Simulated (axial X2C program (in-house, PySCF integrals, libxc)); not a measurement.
# Spin–orbit effects along a row: molecules with Si (ions), PBE0

All values come from calculations with an axial X2C code built on PySCF integrals, spin-free (one-electron X2C) or two-component (2c: spin–orbit coupling with atomic mean-field Coulomb and Gaunt terms, which also bring small scalar terms), in Dyall basis sets with cores contracted in-house; open shells are unrestricted.

Basis sets: Ag dyall-cv3z, Cd dyall-cv3z, I dyall-cv3z, In dyall-cv3z, Pd dyall-cv3z, Rb dyall-cv3z, Rh dyall-cv3z, Si dyall-v3z, Sr dyall-cv3z.

```tsv
molecule	spin-free state	Re (Å)	ωe (cm⁻¹)	De (eV)	2c state	Re 2c (Å)	ωe 2c (cm⁻¹)	De 2c (eV)
RbSi⁺	M_S = 1, Λ = 1	3.768	82.5	0.24	Ω = 2	3.769	82.5	0.23
SrSi⁺	M_S = 3/2, Λ = 0	2.790	277.9	1.67	Ω = 3/2	2.790	277.9	1.67
RhSi⁺	M_S = 0, Λ = 0	2.014	557.6	4.36	Ω = 0	2.015	555.6	n/a
PdSi⁺	?	?	?	?	?	?	?	?
AgSi⁺	M_S = 0, Λ = 0	2.380	293.7	2.17	Ω = 0	2.380	293.8	2.17
CdSi⁺	M_S = 1/2, Λ = 1	2.673	217.4	1.84	Ω = 1/2	2.669	217.6	1.86
InSi⁺	M_S = 1, Λ = 1	3.071	132.1	0.75	Ω = 2	3.076	131.7	0.74
SiI⁺	M_S = 0, Λ = 0	2.323	453.6	4.25	Ω = 0	2.327	449.5	4.01
```

Estimate the 2c Re and ωe of PdSi⁺ as the mean of its neighbours in the table.

Re ≈ 2.197 Å, ωe ≈ 424.7 cm⁻¹. The PBE0 runs give the row below, so the estimate misses by 0.097 Å and -37.0 cm⁻¹.

```
molecule   spin-free state  Re (Å)  ωe (cm⁻¹)  De (eV)  2c state  Re 2c (Å)  ωe 2c (cm⁻¹)  De 2c (eV)
   PdSi⁺  M_S = 1/2, Λ = 0   2.100      462.8     3.93   Ω = 1/2      2.100         461.7        3.93
```

Fragments in 2c: Rb+ + Si, Sr+ + Si, Rh+ + Si, Pd + Si+, Ag+ + Si, Cd + Si+, In+ + Si, I + Si+. Each entry is the lowest single determinant of a limited PBE0 search at one distance. De goes to single-determinant-based atoms at the same level (for ions the charge split of lowest energy) and is withheld (n/a) where an atom does not fit its ground term or J level. Main or longest-lived isotopes. One determinant is a doubtful description, or other states lie close, for RbSi⁺, SrSi⁺, AgSi⁺, InSi⁺; these need not be ground states, and all values refer to the states named. Some open-shell Ω = 0 determinants are out of reach, so the Ω given for RbSi⁺, InSi⁺ need not be the lowest component. With several unpaired electrons the Ω given is that of one determinant, not necessarily of the lowest component. Some light 2c atoms are not at their ground J level, so De misses part of their lowering (0.04 eV or less). The functionals have no current term, which raises determinants with orbital currents. Where the atoms have a lower orbital projection than the molecule, De at mean-field level may be about a tenth of an eV too small.
